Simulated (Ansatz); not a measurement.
Ansatz results at the PBE0-D4/def2-TZVP geometry: HOMO energy (PBE/def2-TZVPP) -6.09 eV; LUMO energy (PBE/def2-TZVPP) -1.34 eV; size of the dipole moment (ωB97M-V/def2-TZVPP) 1.11 D.

Each molecule was computed in one conformer, which needn't be the lowest.

**Question.** Which molecule gave them?
A. `C=C[SiH](O)O[SiH2]O`
B. `C[Si@H](O)O[Si@@H](O)F`
C. `CO[SiH](O)[SiH2]O`
D. `O[SiH2]C#C[SiH3]`

**Answer.** C. The others give `C[Si@H](O)O[Si@@H](O)F`: -7.38, -0.55, 2.83; `C=C[SiH](O)O[SiH2]O`: -6.92, -1.74, 1.51; `O[SiH2]C#C[SiH3]`: -6.99, -1.90, 1.36.
